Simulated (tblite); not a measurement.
Run record: tight-binding relaxation, `CC[C@@H]1CP1CCP`.

Computed with GFN2-xTB geometry optimisation, gas phase (tblite 0.8.0). Start geometry: from a force field or distance geometry. The command runs a driver script over a list of jobs; the input below is this job's line of settings and its coordinates in Å.

Command:
```bash
OMP_NUM_THREADS=1 python probes_run.py task.json out
```

Input:
```
{"job": {"kind": "relax", "xc": "GFN2-xTB", "basis": "xTB"}, "charge": 0, "multiplicity": 1}
C     -3.587100     0.345600     0.308800
C     -2.404000     0.177400    -0.587800
C     -1.389300    -0.872300    -0.048300
C     -0.748100    -0.699200     1.253900
P      0.251400    -0.550100    -0.321800
C      1.898100    -0.254600    -0.014900
C      2.585000     0.504400    -1.143500
P      4.378300     0.731600    -0.607100
H     -3.320100     0.873200     1.261000
H     -4.147600    -0.581600     0.470200
H     -4.283600     1.066800    -0.222200
H     -1.841500     1.127000    -0.580800
H     -2.660600    -0.051500    -1.622900
H     -1.816300    -1.889200    -0.232300
H     -0.870000     0.178800     1.905100
H     -0.415900    -1.612000     1.861700
H      2.145500     0.354700     0.904300
H      2.503800    -1.206800     0.116800
H      2.534500    -0.036300    -2.101800
H      2.114100     1.487800    -1.266800
H      4.284200     1.531900     0.616700
H      4.778700    -0.606200    -0.141000
```

Output:
```
step      E/eV     max force
  0    -675.21493    6.059
  1    -676.12293    3.054
  2    -676.86171    3.721
  3    -677.28707    3.982
  4    -677.63156    2.235
  5    -677.88285    1.685
  6    -678.11315    1.298
  7    -678.25551    1.103
  8    -678.35846    0.724
  9    -678.43021    0.680
... (147 lines left out)
157    -679.90488    0.030
158    -679.90506    0.026
159    -679.90517    0.017
160    -679.90522    0.011
161    -679.90524    0.011
162    -679.90527    0.012
163    -679.90530    0.011
164    -679.90532    0.011
165    -679.90534    0.010
166    -679.90536    0.010
```

«max force» is the largest atomic force in eV/Å.

Problem. From which step on does the largest force stay under 0.1 eV/Å, and how much energy is left to gain from there?

Solution. From step 143 (0.069 eV/Å), 7.6 meV above the end.

In short: energy lowered by 108.2 kcal/mol over 166 steps; largest atomic force 0.010 eV/Å at the end.

Problem. Give the final coordinates.

Solution. 1.245 Å rms from the input after alignment:
```
atom  x, y, z in Å
C1    -3.3467   -0.6653   -0.0934
C2    -2.3001    0.3686   -0.5021
C3    -0.9528    0.0442    0.0998
C4    -0.7177    0.3823    1.5468
P5     0.2655    1.4139    0.3741
C6     1.8502    0.4096    0.3439
C7     2.4291    0.3516   -1.0626
P8     3.9900   -0.6526   -1.1906
H9    -3.4434   -0.7015    0.9893
H10   -3.0618   -1.6551   -0.4442
H11   -4.3153   -0.4155   -0.5194
H12   -2.6130    1.3608   -0.1673
H13   -2.2204    0.3955   -1.5917
H14   -0.5401   -0.9005   -0.2448
H15   -1.5187    0.8965    2.0617
H16   -0.1928   -0.3286    2.1710
H17    2.5608    0.8991    1.0174
H18    1.6602   -0.5982    0.7237
H19    1.7049   -0.0832   -1.7594
H20    2.6567    1.3585   -1.4254
H21    4.5900   -0.1158   -0.0509
H22    3.5048   -1.7449   -0.4689
```

On one thread of an Arm Neoverse V1 (shared host), this took 1.5 s of wall time.
Labels such as C1 count atoms from 1, the log's own numbers from 0.
